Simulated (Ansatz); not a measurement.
`C#[C][ZnH]` + HBr → `[ZnH][Br]` + acetylene  (ligand exchange at a Zn–C bond)

Gas-phase electronic energies from Ansatz, PBE0-D4/def2-TZVP geometries. CCSD(T)/CBS is the MP2 limit (def2-TZVPP, def2-QZVPP) plus CCSD(T) − MP2 in def2-TZVPP, frozen cores. This one scheme is used for every species. DFT in def2-TZVPP. For Br, Zn outer-core shells are correlated without core-valence functions, which leaves a few kJ/mol of doubt a bond. Scalar relativity is left out up to krypton.

`C#[C][ZnH]`:

```xyz
5

C     0.913    1.114    0.628
C     0.208    0.258    0.143
Zn   -0.885   -1.078   -0.608
H     1.534    1.868    1.055
H    -1.770   -2.163   -1.218
```

HBr:

Cartesian coordinates in Å:
```
Br 0.695 -0.092 -0.112
H -0.695 0.092 0.112
```

`[ZnH][Br]`:

Z-matrix (Å, degrees):
```
Zn
Br 1 2.242
H 1 1.524 2 180.0
```

`C#C`:

Cartesian coordinates in Å:
```
C -0.262 -0.054 0.535
C 0.262 0.054 -0.535
H -0.729 -0.150 1.488
H 0.729 0.150 -1.488
```

| level | ΔE (kcal/mol) | difference from CCSD(T)/CBS |
| --- | --- | --- |
| B97M-V | -24.9 | 2.1 |
| r2SCAN0-D4 | -27.1 | -0.1 |
| BHLYP-D4 | -28.2 | -1.2 |
| CAM-B3LYP-D4 | -25.8 | 1.2 |
| ωB97M-V | -25.9 | 1.1 |
| PBE-QIDH | -26.1 | 0.9 |
| BLYP | -24.8 | 2.2 |
| r2SCAN0 | -27.2 | -0.2 |
| RPA@PBE/def2-TZVPP | -21.2 | 5.8 |
| HF/def2-SVP | -30.5 | -3.5 |
| CCSD/def2-SVP | -25.5 | 1.5 |
| HF/def2-TZVPP | -31.3 | -4.3 |
| CCSD(T)/def2-TZVPP | -23.8 | 3.2 |
| MP2/def2-QZVPP | -25.6 | 1.4 |
| SCS-MP2/def2-QZVPP | -25.8 | 1.2 |
| MP2/CBS(def2) | -26.8 | 0.2 |
| CCSD(T)/CBS | -27.0 | 0 |

Largest T1 diagnostic among the species: 0.016.

From PBE to PBE0 (25 % exact exchange), in def2-TZVPP and without D4, ΔE moves by −1.8 kcal/mol. In def2-TZVPP, CCSD(T) changes the Hartree–Fock value by +7.6 kcal/mol (the triples alone add +1.1 kcal/mol) and MP2 by +7.7 kcal/mol. At CCSD(T), def2-SVP lies +2.5 kcal/mol from the extrapolated value and def2-TZVPP +3.2 kcal/mol.
